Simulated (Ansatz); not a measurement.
The cluster Ag2F, relaxed as a doublet with UKS PBE-D4/def2-TZVP in Ansatz, starting from the GFN2-xTB geometry. Force threshold 0.02 eV/Å.

In the def2 sets Ag takes a core potential; there is no spin–orbit coupling. The relaxation made no stability test and no search for a lower SCF solution. No other spin state of charge 0 was run. Another isomer (doublet) lies 0.28 eV lower at PBE0-D4/def2-TZVP; other spin states weren't run for this one.

Start:

```xyz
3

Ag    0.150    0.028   -0.133
Ag   -1.710   -0.330    1.532
F     1.560    0.302   -1.399
```

| step | energy (eV) | largest force component (eV/Å) | SCF passes |
| --- | --- | --- | --- |
| 1 | -10715.6043 | 1.119 | 22 |
| 2 | -10715.7172 | 0.490 | 41 |
| 3 | -10715.7448 | 0.298 | 47 |
| 4 | -10715.7492 | 0.452 | 32 |
| 5 | -10715.8204 | 0.210 | 32 |
| 6 | -10715.8576 | 0.085 | 30 |
| 7 | -10715.8639 | 0.025 | 25 |
| 8 | -10715.8643 | 0.007 | 25 |

Force components are those of the run's own axes.

End:

Cartesian coordinates in Å:
```
Ag 0.616 -0.264 0.242
Ag -1.820 -0.188 1.291
F 1.204 0.452 -1.533
```

By distances, no bond broke or formed. The bond that changes most is Ag1–Ag2, from 2.52 to 2.65 Å (atoms count from 1).

No frequencies were taken in this run, so the end may be a saddle point.

It took 9.5 s on 4 threads of Arm Neoverse V1 on a shared host.
